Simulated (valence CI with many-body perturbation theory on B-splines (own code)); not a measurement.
# Mo XXXVI in brief

Calculated by relativistic CI+MBPT: five valence electrons over a frozen Dirac-Fock core [He], radial functions for each j: 9 s, 9 p, 8 d, 6 f, 3 g, 1 h, with the one-electron correlation potential Σ1, the two-electron term Σ2, the three-electron term Σ3, Breit, model QED; selected CI, second order for the rest (own B-spline code, finite nucleus).

The last digits are not significant, and no measured levels were compared; by estimate large intervals hold to a few tenths of a per cent, small ones and those within an open d or f shell to about a per cent. Among the levels kept, up to 2000 cm⁻¹ of a level comes from second order outside the variational space, and about a tenth of that is noise between levels of different J, which matters for small intervals.

Levels are named by their leading jj configuration (3d3/2^4 stands for four electrons in 3d with j = 3/2), which in mixed levels can hold well under half, so a name can repeat and another be missing.

Rates and lifetimes use the calculated energies. Strong lines usually hold to 10 to 20 %, long lifetimes can be off by a factor of two.

Q: What is the ground level?

A: (2s^2 2p1/2^2 2p3/2) J=3/2, composition 41 % 2s2 2p3 2P° + 36 % 2s2 2p3 4S° + 23 % 2s2 2p3 2D°, g = 1.440.

Q: Among levels below 24369 × 10³ cm⁻¹, which E1 lines absorb most strongly from the ground level?

A: to (2s^2 2p1/2^2 3d5/2) J=5/2 at 0.4423 nm, f = 0.418; to (2s^2 2p1/2 2p3/2 3d3/2) J=3/2 at 0.4255 nm, f = 0.375; to (2s^2 2p1/2 2p3/2 3d3/2) J=5/2 at 0.4257 nm, f = 0.329.

Q: Where does the other parity begin?

A: At (2s 2p1/2^2 2p3/2^2) J=5/2, 2043.2 × 10³ cm⁻¹.

Q: Name the longest-lived excited levels whose lifetime is computed, and their main decay.

A: (2s^2 2p1/2 2p3/2^2) J=5/2 at 923.76 × 10³ cm⁻¹ lives 519 ns, mostly by M1 to (2s^2 2p1/2^2 2p3/2) J=3/2; (2s^2 2p1/2 2p3/2^2) J=1/2 at 1093.3 × 10³ cm⁻¹ lives 103 ns, mostly by M1 to (2s^2 2p1/2^2 2p3/2) J=3/2; (2s^2 2p1/2 2p3/2^2) J=3/2 at 796.24 × 10³ cm⁻¹ lives 94.0 ns, mostly by M1 to (2s^2 2p1/2^2 2p3/2) J=3/2.

Q: What are the static dipole polarisabilities of the lowest levels?

A: (2s^2 2p1/2^2 2p3/2) J=3/2 0.00126 (tensor 0.00020); (2s^2 2p1/2 2p3/2^2) J=3/2 0.00153 (tensor 8.7e-05); (2s^2 2p1/2 2p3/2^2) J=5/2 0.00142 (tensor 0.00010) bohr³, of which the core gives 2.71e-06.

Q: What is the ionisation energy?

A: 4795.9 eV; NIST lists 4800 ± 30 eV (semi-empirical).

Q: How well does LS coupling describe the low levels?

A: Among the lowest 20 levels the leading LS term, summed over configurations, holds 65 % on average. For single configurations the figures are 65 % in LS and 96 % in jj coupling. Terms mix most in the J = 3/2 level at 22089 × 10³ cm⁻¹, where the leading one holds 27 %.
